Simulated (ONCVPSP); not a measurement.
Plane-wave convergence, ONCV potential for V

| Item | Value |
| --- | --- |
| Element | V (Z = 23) |
| Generator | ONCVPSP 4.0.1 |
| Type | optimised norm-conserving Vanderbilt (ONCV) |
| Functional | PBE |
| Relativity | scalar-relativistic |
| Frozen core | [Ne] |
| Valence charge | 13 |
| Reference configuration | 3s2 3p6 3d3 4s2 |
| Partial waves | 3s+4s: rc 1.75 bohr, ncon 4, nbas 7, qcut 6.4 1/bohr, 2 projectors; 3p: rc 1.65 bohr, ncon 4, nbas 7, qcut 6.7 1/bohr, 2 projectors, debl 3.2 Ha; 3d: rc 1.15 bohr, ncon 3, nbas 8, qcut 9.9 1/bohr, 2 projectors, debl 3.5 Ha; f scattering state at 0.09 Ha: rc 1.90 bohr, ncon 4, nbas 7, qcut 5.5 1/bohr, 2 projectors, debl 0.9 Ha |
| Local potential | polynomial inside 1.00 bohr (lpopt 4, dvloc0 2 Ha) |
| Core correction | none |

Q: For each optimised wave give the share of its norm inside rc, the residual kinetic energy above qcut (Ha) and the cutoffs (Ha) for errors of 10, 1, 0.1 and 0.01 mHa per electron.

A:

```json
{"wave": "3s", "norm inside rc": "0.972", "residual KE": "4.5e-06", "10 mHa": "6.4", "1 mHa": "8.6", "0.1 mHa": "15.2", "0.01 mHa": "19.2"}
{"wave": "4s", "norm inside rc": "0.066", "residual KE": "1.3e-05", "10 mHa": "4.8", "1 mHa": "7.3", "0.1 mHa": "16.2", "0.01 mHa": "21.3"}
{"wave": "3p", "norm inside rc": "0.923", "residual KE": "1.5e-04", "10 mHa": "15.7", "1 mHa": "19.5", "0.1 mHa": "24.4", "0.01 mHa": "52.5"}
{"wave": "p projector 2", "norm inside rc": "0.112", "residual KE": "1.7e-04", "10 mHa": "14.9", "1 mHa": "19.4", "0.1 mHa": "23.8", "0.01 mHa": "51.5"}
{"wave": "3d", "norm inside rc": "0.453", "residual KE": "4.2e-04", "10 mHa": "37.4", "1 mHa": "45.7", "0.1 mHa": "137.2", "0.01 mHa": "304.3"}
{"wave": "d projector 2", "norm inside rc": "0.082", "residual KE": "1.7e-03", "10 mHa": "41.5", "1 mHa": "52.1", "0.1 mHa": "160.7", "0.01 mHa": "252.4"}
{"wave": "f projector 1", "norm inside rc": "0.000", "residual KE": "2.3e-08", "10 mHa": "0.2", "1 mHa": "0.4", "0.1 mHa": "0.9", "0.01 mHa": "2.6"}
{"wave": "f projector 2", "norm inside rc": "0.047", "residual KE": "1.1e-04", "10 mHa": "5.0", "1 mHa": "10.4", "0.1 mHa": "15.2", "0.01 mHa": "25.1"}
```

The occupied waves need 46 Ha and 137 Ha for 1 and 0.1 mHa. Rows with under 1 % of the norm inside rc give no meaningful cutoff.
